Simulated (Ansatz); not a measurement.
Relaxation of FH₅W (7 atoms, charge 0, multiplicity 1), to a largest force component of 0.03 eV/Å in at most 50 steps.

Level of theory: RKS B3LYP/def2-SVP (Ansatz).

```xyz
7
Properties=species:S:1:pos:R:3
W -0.164 0.032 -0.452
H 0.866 0.104 2.274
H 1.461 -0.158 1.962
F 0.579 1.691 -0.627
H -1.659 -0.213 0.342
H 0.721 -1.430 -0.641
H -0.904 0.104 -1.958
```

Question: Where does it end, and by what steps?

Answer: It converged. The force dipped under the threshold on the way, but the program's further checks kept it going. After 12 steps the energy has fallen by 2.037 eV; H2 moved furthest, 1.17 Å. Parted: H2–H3 (0.72 → 1.80 Å). Joined: W1–H2 (2.92 → 1.69 Å), W1–H3 (2.92 → 1.69 Å).

```csv
step,energy less start (eV),largest force component (eV/Å),accepted
0,0.0000,1.533,yes
1,-0.1414,0.433,yes
2,-0.3011,0.347,yes
3,-0.5104,0.798,yes
4,-0.8359,1.188,yes
5,-1.1588,0.884,yes
6,-1.3926,1.672,yes
7,-1.7289,0.879,yes
8,-2.0083,0.300,yes
9,-2.0362,0.189,yes
10,-2.0373,0.028,yes
11,-2.0327,0.248,no
12,-2.0373,0.008,yes
```

```xyz
7
Properties=species:S:1:pos:R:3
W 0.206 0.237 0.057
H -0.152 0.117 1.701
H 1.315 -0.637 0.979
F 0.790 1.892 -0.485
H -1.435 0.157 0.439
H 0.938 -1.063 -0.729
H -0.762 -0.573 -1.063
```

Time of the run: 30 s on 1 thread of Arm Neoverse V2, with other jobs on the host, peak memory 0.13 GiB.
